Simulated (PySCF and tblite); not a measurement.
The numbers below are computed, except where a source is named.
System: C7H8Br (charge +1), numbered as in [CH:1]#[C:2][C@@H:3]1[C+:4]([CH3:5])[CH2:6][C@H:7]1[Br:8].

Motion: shift of H on C3 from C3 to C4. GFN2-xTB gives an electronic barrier of 10.3 kcal/mol and a reaction energy of -0.8 kcal/mol.

The ion is treated without a counter-ion. Spin–orbit effects of heavy atoms on shieldings are missing.

Task: What does PBE0/pcSseg-1 + D3(BJ) give on PBE0-D3(BJ)/def2-SVP geometries?

Result: A barrier of 4.0 kcal/mol, 6.3 below the tight-binding barrier (from unrounded values), a reaction energy of -4.3 kcal/mol and, with GFN2-xTB thermal terms, ΔG‡(298 K) = 3.7 kcal/mol and k = 1.2×10¹⁰ s⁻¹ (1 equivalent path).

Task: And the level of the geometries itself, PBE0-D3(BJ)/def2-SVP?

Result: 3.2 kcal/mol.

Programs: tblite and PySCF.
